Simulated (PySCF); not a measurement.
**Mo(2+): excitation energy**

Mo(2+) [Kr] 4d4 (5D) → Mo(2+) [Kr] 4d3 5s1 (5F), as a difference of total energies. Calculation: PySCF 2.14, in x2c-QZVPPall (13s8p7d3f2g, 111 functions); scalar relativity by spin-free X2C-1e. Correlated levels: valence: [Kr] frozen; valence and next inner shell: [Ar] 3d10 frozen. The calculations carry no spin-orbit coupling.

| method | excitation energy (eV) |
| --- | --- |
| UHF | 3.899 |
| LDA | 3.879 |
| PBE | 3.920 |
| PBE0 | 4.080 |
| r2SCAN | 3.891 |
| wB97X | 4.367 |
| BLYP | 3.696 |
| PW91 | 3.906 |
| MP2 (valence) | 4.082 |
| SCS-MP2 (valence) | 3.960 |
| MP2 (valence and next inner shell) | 4.062 |
| SCS-MP2 (valence and next inner shell) | 4.005 |

How much does correlation contribute at MP2 (valence and next inner shell)?

4.062 − (3.899) = 0.163 eV, measured against UHF.

A first-order spin-orbit estimate (lowest level to lowest level, LS coupling) adds -0.061 eV.

The basis was made for the ground configuration and has no added diffuse functions, so the excitation energy can come out too high.
